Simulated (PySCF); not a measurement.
# [DyF3(H2O)]−: from a saddle point downhill

PySCF 2.14.0, RKS PBE0, Dy lcecp-0-SVP with ECP56, F def2-SVP, O def2-SVP, H def2-SVP; non-relativistic Hamiltonian with scalar-relativistic core potentials where named; density fitting; no spin-orbit coupling. Relaxed within the symmetry of its start, the geometry (Cs) is

```xyz
7

Dy    0.1533   -0.0661    0.0661
F     1.2027    1.1881    1.5091
F    -2.0596   -0.3806    0.3806
F     1.2027   -1.5091   -1.1881
O    -1.7238    1.3872   -1.3872
H    -2.0514    1.4823   -0.4755
H    -2.0514    0.4755   -1.4823
```

and its lowest harmonic modes are -452, 57, 72, 104, 106, 142 cm⁻¹ (negative: unstable). It was moved along the lowest mode and relaxed again.

(1) Where does it end, and how much lower?

(2) How do the contacts change?

(3) Is the end a minimum?

An lcecp potential fixes the number of 4f electrons, so in runs with it no electron can move into or out of that shell; real Dy(II) is rare or takes another configuration.

State: singlet in the valence, with the 4f electrons in the core potential.

## Answers

(1) In C1, 0.350 eV lower, after 23 steps:
```xyz
7

Dy    0.1173    0.1431    0.2114
F     1.4957    1.0768    1.6227
F    -2.1316   -0.1375    0.6467
F     0.8620   -1.2605   -1.2772
O    -1.7459    1.2318   -1.3333
H    -2.1481    0.6835   -0.5650
H    -1.7769    0.6345   -2.0883
```

(2) 
```csv
contact,saddle (Å),end (Å)
Dy1–F2 (F),2.181,2.183
Dy1–F3 (F),2.257,2.308
Dy1–F4 (F),2.181,2.177
Dy1–H6 (H2O),2.748,2.455
```
Short contacts between ligands at the end: H6···F3 1.46 Å.

(3) Yes; lowest modes 50, 64, 90, 99, 186, 271 cm⁻¹.
